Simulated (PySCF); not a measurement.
## Frontier orbitals and the lowest excitations

C₅H₁₅PSi.
Cartesian coordinates in Å at the PBE0-D3(BJ)/def2-SVP level; atoms count from 1:
```xyz
22
C5H15PSi angstrom
C     -2.8722   -1.0433   -0.2480
C     -1.3768   -0.8232   -0.4306
C     -0.9880    0.6315   -0.6943
C     -1.2730    1.5568    0.4858
P      0.7912    0.9031   -1.2513
Si     1.9950   -0.3123    0.2386
C      3.8156   -0.0619   -0.1625
H     -3.4358   -0.6995   -1.1304
H     -3.0990   -2.1104   -0.1045
H     -3.2659   -0.5052    0.6277
H     -0.8392   -1.1836    0.4648
H     -1.0176   -1.4477   -1.2656
H     -1.5746    0.9924   -1.5598
H     -2.3446    1.5650    0.7368
H     -0.9759    2.5927    0.2642
H     -0.7232    1.2354    1.3852
H      0.8447   -0.0985   -2.2708
H      1.6737   -1.7758    0.2332
H      1.6900    0.2113    1.6085
H      4.0512   -0.4571   -1.1627
H      4.4544   -0.5805    0.5685
H      4.0687    1.0088   -0.1506
```

The calculation used TDDFT CAM-B3LYP/def2-SVPD, vertical, gas phase, core orbitals frozen in the response in PySCF 2.14.0, density-fitted response routines.

Kohn–Sham orbitals with the atoms that hold most of them (Löwdin shares over 4%, at most four atoms; ? is withheld):

```tsv
orbital	ε (eV)	atoms
LUMO+2	1.66	Si6 15%, P5 12%, C7 8%, H17 8%
LUMO+1	1.16	P5 16%, Si6 10%, H17 9%, C1 9%
LUMO	0.99	?
HOMO	-7.97	P5 60%, Si6 12%, C3 9%, H17 6%
HOMO-1	-9.46	?
HOMO-2	-10.31	Si6 18%, P5 17%, H19 15%, H17 12%
HOMO-3	-10.52	C7 28%, Si6 21%, H18 9%, C2 8%
```

Question: Which atoms hold the HOMO-1, and with what shares?

Answer: P5 (bonded to C, Si and H) 28%; C3 (bonded to 2 C, P and H) 19%; Si6 (bonded to C, P and 2 H) 16%; C7 (bonded to Si and 3 H) 10%. By element: phosphorus 28%, carbon 28% or more, silicon 16%.

Question: Give the leading atoms of the LUMO.

Answer: Si6 (bonded to C, P and 2 H) 30%; P5 (bonded to C, Si and H) 14%; C7 (bonded to Si and 3 H) 13%; H18 (bonded to Si) 8%.

Question: How does S1 compare with the orbital gap of 8.96 eV?

Answer: S1 is at 5.81 eV (f = 0.028), 3.16 eV below the gap, made of HOMO→LUMO+1 (52%), HOMO→LUMO (23%), HOMO→LUMO+3 (9%). Its leading pair isn't HOMO and LUMO; the energies of that pair differ by 9.13 eV. Without the coupling terms of the response equations the lowest excitation would equal the gap.

Next come S2 at 6.26 eV (f 0.069), HOMO→LUMO (64%), HOMO→LUMO+1 (18%); S3 at 6.76 eV (f 0.174), HOMO→LUMO+2 (45%), HOMO→LUMO+3 (27%), HOMO→LUMO+5 (13%); S4 at 7.18 eV (f 0.0049), HOMO→LUMO+2 (30%), HOMO→LUMO+4 (22%), HOMO→LUMO+1 (19%); S5 at 7.36 eV (f 0.0060), HOMO→LUMO+7 (33%), HOMO-1→LUMO+1 (24%), HOMO→LUMO+4 (21%).

Löwdin shares depend on the basis, the more so with diffuse functions.

On one thread, Arm Neoverse V2 (aarch64), no GPU, shared host, this took 2.0 min of wall time (grids of density and orbitals included) and 1.3 GiB of memory at its peak.

One conformer stands for the species.

Without π bonds the low states are Rydberg-like; a valence basis with one diffuse set may place them up to an eV too high.
